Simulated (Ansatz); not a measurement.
| atom | x (Å) | y (Å) | z (Å) |
| --- | --- | --- | --- |
| Ge | -0.0356 | 0.0261 | 0.0235 |
| H | 0.8951 | 0.9195 | 0.9251 |
| H | 0.9254 | -0.8554 | -0.8820 |
| H | -0.8425 | 0.9050 | -0.8745 |
| H | -0.9051 | -0.8424 | 0.8751 |

Basis set: cc-pVDZ (spherical functions). Frozen core: 9 orbitals. Charge 0, multiplicity 1.

Computed with Ansatz (development build ahead of 0.2.0); each method stands on the lowest determinant of its kind that the runs found. Restricted open shells among the atoms or ions are ROHF, correlated in semicanonical orbitals with singles.

Task: Give the atomization energy at this shape (free ground-state atoms in the same class of orbitals less the molecule, no zero-point energy) of singlet GeH₄ by RHF-MP2, RHF.

Result:

```
 method  atomization energy
RHF-MP2     269.98 kcal/mol
    RHF     222.99 kcal/mol
```
